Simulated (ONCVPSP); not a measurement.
## Scattering properties, ONCV potential for potassium

* Element: potassium (K)
* Generator: ONCVPSP 4.0.1
* Type: optimised norm-conserving Vanderbilt (ONCV)
* Functional: PBEsol
* Relativity: fully relativistic
* Frozen core: [Ne]
* Valence charge: 9
* Reference configuration: 3s2 3p6 4s1
* Partial waves: 3s+4s: rc 2.35 bohr, ncon 4, nbas 7, qcut 6 1/bohr, 2 projectors; 3p: rc 1.60 bohr, ncon 3, nbas 6, qcut 10.5 1/bohr, 2 projectors, debl 2.1 Ha; d scattering state at 0.25 Ha: rc 1.90 bohr, ncon 4, nbas 9, qcut 4.6 1/bohr, 2 projectors, debl 1 Ha; f scattering state at 0.16 Ha: rc 2.00 bohr, ncon 4, nbas 9, qcut 5.6 1/bohr, 2 projectors, debl 0.5 Ha
* Local potential: polynomial inside 1.25 bohr (lpopt 4, dvloc0 6 Ha)
* Core correction: Teter function, fcfact 5, rcfact 1.25

Open shells are filled in proportion to 2j + 1.

The phase is arctan(r·R′/R) of the radial function R(r), unwrapped; energies in Ha, scanned from -3 to 5 Ha. A pole is an energy at which the radial function vanishes at the test radius. The pseudo phase is shifted by a multiple of π to meet the all-electron one at the reference energy, and phase errors are pseudo minus all-electron; the curves can meet again beyond the range given. Levels narrower than the energy grid can be missing from the lists of poles.

```tsv
channel	radius (bohr)	reference energy (Ha)	poles, all-electron	poles, pseudo	unbroken range about the reference energy with phases within 0.05 rad	phase error 1 Ha above the reference energy (rad)
s	2.38	-0.08	-1.18, 2.62	-1.18, 2.52	below 3.4	-0.003
p3/2	1.63	-0.69	0.58	0.58	the whole range	-0.000
p1/2	1.63	-0.70	0.55	0.55	the whole range	-0.000
d5/2	1.93	0.25	0.96	0.96	the whole range	+0.000
d3/2	1.93	0.25	0.95	0.95	the whole range	+0.000
f7/2	2.03	0.16	3.70	3.70	the whole range	+0.000
f5/2	2.03	0.16	3.70	3.70	the whole range	+0.000
```

Phases in the s channel:

```
E (Ha)  all-electron  pseudo
 -2.98         1.330   1.330
 -2.76         1.313   1.312
 -2.54         1.291   1.290
 -2.32         1.261   1.261
 -2.10         1.217   1.217
 -1.88         1.140   1.140
 -1.66         0.945   0.944
 -1.44        -0.291  -0.292
 -1.22        -1.510  -1.510
 -1.00        -1.720  -1.720
 -0.78        -1.827  -1.827
 -0.56        -1.922  -1.922
 -0.34        -2.037  -2.037
 -0.12        -2.209  -2.209
  0.10        -2.511  -2.511
  0.32        -3.049  -3.050
  0.54        -3.680  -3.682
  0.76        -4.083  -4.086
  0.98        -4.299  -4.303
  1.20        -4.425  -4.429
  1.42        -4.507  -4.511
  1.64        -4.565  -4.569
  1.86        -4.609  -4.614
  2.08        -4.644  -4.651
  2.30        -4.674  -4.683
  2.52        -4.701  -4.712
  2.74        -4.726  -4.741
  2.96        -4.750  -4.771
  3.18        -4.774  -4.805
  3.40        -4.801  -4.848
  3.62        -4.832  -4.909
  3.84        -4.869  -5.011
  4.06        -4.918  -5.237
  4.28        -4.989  -5.981
  4.50        -5.104  -7.118
  4.72        -5.332  -7.489
  4.94        -5.871  -7.627
```
